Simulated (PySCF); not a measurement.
An unknown shows these calculated signals:

1H NMR (400 MHz, computed): δ 8.22 (s, 1H), 4.30 (s, 3H), 4.10 (s, 3H).

13C{1H} NMR (computed): δ 168.8 (C), 145.8 (C), 144.1 (CH), 53.6 (CH3), 42.0 (CH3).

Computational details: GIAO PBE0/pcSseg-1 shieldings, GFN2-xTB geometry, in PySCF 2.14.0 with density-fitted response routines (a single conformation, isolated molecule, averaged over atoms made equivalent by symmetry, fast rotation or ring inversion, no relativistic terms).

δ = σ(ref) − σ, references computed at the same level: 1H, 13C against TMS.

Which of these does the molecule contain: a heteroaromatic ring, a three-membered ring, a methoxy group, a non-aromatic C=C double bond, an OH group, an ester?

## Answers


- A heteroaromatic ring: yes.
- A three-membered ring: no.
- A methoxy group: yes (δC 53.6; δH 4.10 (s)).
- A non-aromatic C=C double bond: no.
- An OH group: no.
- An ester: yes (δC 168.8).

The data belong to SMILES COC(=O)c1cnn(C)n1, C5H7N3O2; they needn't prove each group on their own.

Carbon signals by region: 1 in the far downfield region (above 160 ppm), 2 in the sp2 and nitrile region (100–160 ppm), 1 at 50–100 ppm, 1 below 50 ppm. Above 160 ppm: 168.8, ester carbonyl carbon.

Shifts are as computed. Against solution values, carbons near 30 ppm lie about +3 ppm off and those near 130 ppm about +5 ppm. Of 1211 compounds with measured shifts, 218 miss one by over three times the rms of a fit or turn the order of signals round; such compounds aren't used in these exercises. Multiplicities follow the n + 1 count of equivalent neighbours, as no J values were calculated; m marks all less simple cases, F and P coupling included.
